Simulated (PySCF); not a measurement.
PySCF input for C3H3BrF2, SMILES Br[C@@H]1[C@@H](F)[C@H]1F, PBE-D3(BJ)/def2-SVP. Coordinates come from a PBE-D3(BJ)/def2-SVP optimisation. The structure was generated by enumeration; whether it is a known compound was not checked.

```python
import numpy as np
from pyscf import gto, scf, dft, df
from pyscf.hessian import thermo

mol = gto.M(
    atom='''
    F    -2.21803308   -0.20791737    1.41100048
    C    -1.21836062    0.44221784    0.75734609
    C    -1.21836062    0.44221785   -0.75734609
    F    -2.21803308   -0.20791737   -1.41100048
    C    -0.22402042   -0.39790489   -0.00000000
    Br    1.65946900   -0.01155906    0.00000000
    H    -0.87244032    1.35267674    1.27913302
    H    -0.87244032    1.35267674   -1.27913303
    H    -0.44748892   -1.47745840   -0.00000001
    ''',
    basis='def2-SVP',
    charge=0,
    spin=0,
    max_memory=1600,
    verbose=3,
)
mf = dft.RKS(mol, xc='pbe').density_fit(auxbasis='def2-universal-jkfit')
mf.disp = 'd3bj'
mf.grids.level = 3
mf.conv_tol = 1e-11
mf.max_cycle = 100
mf.kernel()

# analytic Hessian; the response equations are solved on a coarser grid
h, args, fine = mf.Hessian(), (mf.mo_energy, mf.mo_coeff, mf.mo_occ), mf.grids
h.max_memory = max(150, 2.5e-5 * df.make_auxmol(mol, mf.with_df.auxbasis).nao * mol.nelec[0] * (mol.nelec[0] + mol.nao))  # MB; small integral blocks
h1ao = h.make_h1(mf.mo_coeff, mf.mo_occ)
mf.grids = dft.Grids(mol).set(level=1).build(with_non0tab=True)
mo1, mo_e1 = h.solve_mo1(*args, h1ao)
mf.grids = fine
hess = h.hess_elec(*args, mo1, mo_e1, h1ao) + h.hess_nuc()
if mf.do_disp():
    hess += h.get_dispersion()
for i in range(mol.natm):  # the analytic DFT Hessian lacks the response of the grid: restore translational invariance
    hess[i, i] -= hess[i].sum(axis=0)
hess = (hess + hess.transpose(1, 0, 3, 2)) / 2
vib = thermo.harmonic_analysis(mol, hess, imaginary_freq=False)
thermo.dump_normal_mode(mol, vib)
th = thermo.thermo(mf, vib['freq_au'][vib['freq_au'] > 0], 298.15, 101325)
thermo.dump_thermo(mol, th)
g0 = mf.nuc_grad_method().set(verbose=0).kernel()

# dipole derivatives [dipole axis, atom, xyz] from the same response
r, irp = mol.intor('int1e_r'), mol.intor('int1e_irp').reshape(3, 3, mol.nao, mol.nao)
sl, dm0, ok = mol.aoslice_by_atom(), np.array(mf.make_rdm1()), []
dmu = np.einsum('a,xt->xat', mol.atom_charges(), np.eye(3))
for a, (_, _, p0, p1) in enumerate(sl):
    dmu[:, a] += 2 * np.einsum('xtij,ij->xt', irp[:, :, :, p0:p1], dm0.reshape(-1, mol.nao, mol.nao).sum(0)[:, p0:p1])
    for u, c, occ, f in [(mo1, mf.mo_coeff, mf.mo_occ, 4)]:
        dmu[:, a] -= f * np.einsum('tui,xuv,vi->xt', u[a], r, c[:, occ > 0], optimize=True)
L = vib['norm_mode']
ir = 974.8801 * (np.einsum('xat,kat->kx', dmu, L) ** 2).sum(1)       # km/mol
apt = np.einsum('xax->a', dmu) / 3
print('mode   freq/cm-1   IR/(km/mol)')
for k, w in enumerate(vib['freq_wavenumber']):
    print(f'{k + 1:4d} {w:11.2f} {ir[k]:13.3f}')
print('max |gradient| / (hartree/bohr):', abs(g0).max())
print('APT charges:', apt.round(4))
```

Program output:

```
converged SCF energy = -2888.64196239956

WARN: DFTD3 does not support analytical Hessian, using finite difference


WARN: Mole.unit (angstrom) is changed to Bohr

Mode                                 0                   1                   2
Irrep
Freq [cm^-1]                      165.2230            176.1892            204.7373
Reduced mass [au]                  10.3554              7.8043              6.0741
Force const [Dyne/A]                0.1666              0.1427              0.1500
Char temp [K]                     237.7190            253.4970            294.5714
Normal mode                   x     y     z       x     y     z       x     y     z
       0   F                 0.06 -0.02  0.13    0.10 -0.00  0.01   -0.03 -0.05 -0.05
       1   C                -0.05  0.02  0.01    0.05 -0.01 -0.07   -0.07  0.07 -0.00
       2   C                -0.05  0.02 -0.01   -0.05  0.01 -0.07   -0.07  0.07  0.00
       3   F                 0.06 -0.02 -0.13   -0.10  0.00  0.01   -0.03 -0.05  0.05
       4   C                -0.02  0.07 -0.00    0.00 -0.00 -0.13   -0.01  0.14  0.00
       5  Br                -0.01 -0.01  0.00    0.00  0.00  0.04    0.04 -0.02 -0.00
       6   H                -0.09  0.08 -0.06    0.11 -0.02 -0.10   -0.19  0.10  0.01
       7   H                -0.09  0.08  0.06   -0.11  0.02 -0.10   -0.19  0.10 -0.01
       8   H                -0.05  0.08 -0.00    0.00 -0.00 -0.16   -0.03  0.14  0.00
Mode                                 3                   4                   5
Irrep
Freq [cm^-1]                      300.6667            313.1116            635.1913
Reduced mass [au]                  15.6291              3.0941              6.3370
Force const [Dyne/A]                0.8324              0.1787              1.5064
Char temp [K]                     432.5924            450.4979            913.8988
Normal mode                   x     y     z       x     y     z       x     y     z
       0   F                -0.09  0.04  0.06    0.07 -0.06 -0.03   -0.03 -0.04  0.08
       1   C                -0.05 -0.06 -0.00   -0.02  0.09 -0.02   -0.12 -0.00 -0.10
       2   C                -0.05 -0.06  0.00    0.02 -0.09 -0.02    0.12  0.00 -0.10
       3   F                -0.09  0.04 -0.06   -0.07  0.06 -0.03    0.03  0.04  0.08
       4   C                -0.02 -0.06 -0.00   -0.00 -0.00  0.11   -0.00  0.00 -0.02
       5  Br                 0.06  0.01  0.00    0.00  0.00  0.00    0.00 -0.00 -0.00
       6   H                -0.03 -0.04 -0.05   -0.15  0.15 -0.05   -0.15  0.03 -0.13
       7   H                -0.03 -0.04  0.05    0.15 -0.15 -0.05    0.15 -0.03 -0.13
       8   H                 0.05 -0.07 -0.00    0.00 -0.00  0.42   -0.00 -0.00 -0.10
Mode                                 6                   7                   8
Irrep
Freq [cm^-1]                      730.9803            809.7481            885.0345
Reduced mass [au]                   3.6534              2.9541              3.4588
Force const [Dyne/A]                1.1502              1.1412              1.5962
Char temp [K]                    1051.7179           1165.0472           1273.3676
Normal mode                   x     y     z       x     y     z       x     y     z
       0   F                -0.02  0.02  0.01   -0.05 -0.02  0.04   -0.03 -0.01  0.01
       1   C                 0.02 -0.06 -0.02    0.08  0.00  0.11    0.01  0.07  0.05
       2   C                 0.02 -0.06  0.02    0.08  0.00 -0.11   -0.01 -0.07  0.05
       3   F                -0.02  0.02 -0.01   -0.05 -0.02 -0.04    0.03  0.01  0.01
       4   C                 0.20  0.10 -0.00    0.01  0.10 -0.00    0.00 -0.00 -0.21
       5  Br                -0.02 -0.01  0.00   -0.00 -0.00 -0.00   -0.00  0.00  0.00
       6   H                -0.16  0.08 -0.16    0.15 -0.14  0.31   -0.13  0.12  0.06
       7   H                -0.16  0.08  0.16    0.15 -0.14 -0.31    0.13 -0.12  0.06
       8   H                 0.30  0.08  0.00    0.07  0.08  0.00   -0.00 -0.00  0.39
Mode                                 9                  10                  11
Irrep
Freq [cm^-1]                      978.2054            986.7508           1046.7717
Reduced mass [au]                   1.4814              1.6883              1.4348
Force const [Dyne/A]                0.8352              0.9685              0.9263
Char temp [K]                    1407.4198           1419.7148           1506.0715
Normal mode                   x     y     z       x     y     z       x     y     z
       0   F                -0.02 -0.00  0.02    0.01 -0.01  0.01   -0.01 -0.00  0.00
       1   C                 0.04 -0.08 -0.07   -0.08  0.06 -0.06    0.08 -0.08  0.01
       2   C                -0.04  0.08 -0.07   -0.08  0.06  0.06   -0.08  0.08  0.01
       3   F                 0.02  0.00  0.02    0.01 -0.01 -0.01    0.01  0.00  0.00
       4   C                 0.00 -0.00  0.02    0.09 -0.03  0.00    0.00 -0.00  0.01
       5  Br                -0.00 -0.00 -0.00   -0.00 -0.00 -0.00   -0.00  0.00  0.00
       6   H                 0.16 -0.17  0.00    0.27 -0.24  0.23   -0.39  0.28 -0.32
       7   H                -0.16  0.17  0.00    0.27 -0.24 -0.23    0.39 -0.28 -0.32
       8   H                 0.00 -0.00  0.74    0.43 -0.09 -0.00   -0.00 -0.00 -0.02
Mode                                12                  13                  14
Irrep
Freq [cm^-1]                     1095.6168           1137.4778           1143.0033
Reduced mass [au]                   4.3255              1.2815              2.4147
Force const [Dyne/A]                3.0592              0.9769              1.8587
Char temp [K]                    1576.3486           1636.5774           1644.5272
Normal mode                   x     y     z       x     y     z       x     y     z
       0   F                 0.04  0.03 -0.03    0.01  0.00 -0.01   -0.06 -0.05  0.02
       1   C                -0.04 -0.10  0.01    0.01  0.03  0.07    0.09  0.08 -0.03
       2   C                -0.04 -0.10 -0.01    0.01  0.03 -0.07   -0.09 -0.08 -0.03
       3   F                 0.04  0.03  0.03    0.01  0.00  0.01    0.06  0.05  0.02
       4   C                -0.11  0.13 -0.00   -0.07 -0.05 -0.00   -0.00  0.00  0.03
       5  Br                 0.00 -0.00  0.00   -0.00 -0.00 -0.00    0.00 -0.00  0.00
       6   H                 0.16 -0.17 -0.03   -0.22  0.17 -0.02    0.33  0.11 -0.22
       7   H                 0.16 -0.17  0.03   -0.22  0.17  0.02   -0.33 -0.11 -0.22
       8   H                 0.22  0.08  0.00    0.75 -0.22  0.00    0.00 -0.00 -0.17
Mode                                15                  16                  17
Irrep
Freq [cm^-1]                     1219.2717           1314.3686           1429.3682
Reduced mass [au]                   1.3603              1.6073              3.5684
Force const [Dyne/A]                1.1915              1.6360              4.2955
Char temp [K]                    1754.2605           1891.0837           2056.5427
Normal mode                   x     y     z       x     y     z       x     y     z
       0   F                 0.04  0.04 -0.01   -0.02 -0.00  0.02    0.02  0.01 -0.02
       1   C                -0.05 -0.04  0.04    0.09  0.04 -0.08   -0.08  0.00  0.14
       2   C                -0.05 -0.04 -0.04   -0.09 -0.04 -0.08   -0.08  0.00 -0.14
       3   F                 0.04  0.04  0.01    0.02  0.00  0.02    0.02  0.01  0.02
       4   C                 0.05 -0.03  0.00   -0.00  0.00  0.03    0.09 -0.04  0.00
       5  Br                -0.00  0.00  0.00    0.00 -0.00  0.00   -0.00  0.00  0.00
       6   H                -0.39 -0.12  0.41   -0.30 -0.10  0.42    0.23  0.09 -0.19
       7   H                -0.39 -0.12 -0.41    0.30  0.10  0.42    0.23  0.09  0.19
       8   H                -0.19  0.00 -0.00    0.00  0.00 -0.16   -0.15 -0.00 -0.00
Mode                                18                  19                  20
Irrep
Freq [cm^-1]                     3077.7257           3083.8425           3115.1817
Reduced mass [au]                   1.0900              1.0934              1.0889
Force const [Dyne/A]                6.0835              6.1263              6.2259
Char temp [K]                    4428.1620           4436.9628           4482.0529
Normal mode                   x     y     z       x     y     z       x     y     z
       0   F                 0.00 -0.00 -0.00   -0.00 -0.00  0.00    0.00  0.00  0.00
       1   C                 0.02  0.05  0.03    0.02  0.05  0.03   -0.00 -0.00  0.00
       2   C                -0.02 -0.05  0.03    0.02  0.05 -0.03   -0.00 -0.00 -0.00
       3   F                -0.00  0.00 -0.00   -0.00 -0.00 -0.00    0.00  0.00 -0.00
       4   C                -0.00  0.00 -0.00    0.00 -0.01 -0.00   -0.01 -0.08 -0.00
       5  Br                 0.00  0.00  0.00   -0.00 -0.00 -0.00    0.00  0.00  0.00
       6   H                -0.21 -0.56 -0.32   -0.21 -0.55 -0.32    0.01  0.03  0.02
       7   H                 0.21  0.56 -0.32   -0.21 -0.55  0.32    0.01  0.03 -0.02
       8   H                -0.00 -0.00 -0.00    0.01  0.05 -0.00    0.18  0.94 -0.00
temperature 298.1500 [K]
pressure 101325.00 [Pa]
Rotational constants [GHz] 4.73057 1.10389 0.94210
Symmetry number 1
Zero-point energy (ZPE) 0.05433 [Eh]   142645.505 [J/mol]
                           tot       elec      trans        rot        vib
Entropy [J/mol/K]       338.394      0.000    171.802    119.539     47.053
Cv [J/mol/K]             84.049      0.000     12.472     12.472     59.106
Cp [J/mol/K]             92.364      0.000     20.786     12.472     59.106
Internal energy [J/mol]                      3718.434   3718.434 150990.051
Internal energy [Eh]   -2888.58162  -2888.64196
Enthalpy [J/mol]                             6197.391   3718.434 150990.051
Enthalpy [Eh]          -2888.58068
Gibbs free energy [J/mol]                  -45025.495 -31922.032 136961.121
Gibbs free energy [Eh] -2888.61910
mode   freq/cm-1   IR/(km/mol)
   1      165.22         3.889
   2      176.19         1.478
   3      204.74         6.361
   4      300.67         2.049
   5      313.11         1.539
   6      635.19        24.468
   7      730.98        15.646
   8      809.75        57.198
   9      885.03         0.119
  10      978.21         0.260
  11      986.75         2.152
  12     1046.77         3.074
  13     1095.62        75.815
  14     1137.48        37.290
  15     1143.00        43.474
  16     1219.27        20.677
  17     1314.37        33.884
  18     1429.37        45.944
  19     3077.73         0.447
  20     3083.84        10.065
  21     3115.18         5.710
max |gradient| / (hartree/bohr): 0.00016213117911092798
APT charges: [-0.485   0.5083  0.5083 -0.485   0.0912 -0.2098  0.0165  0.0165  0.0387]
```

Self-consistency was reached.

Cost: very roughly 90 core-seconds.
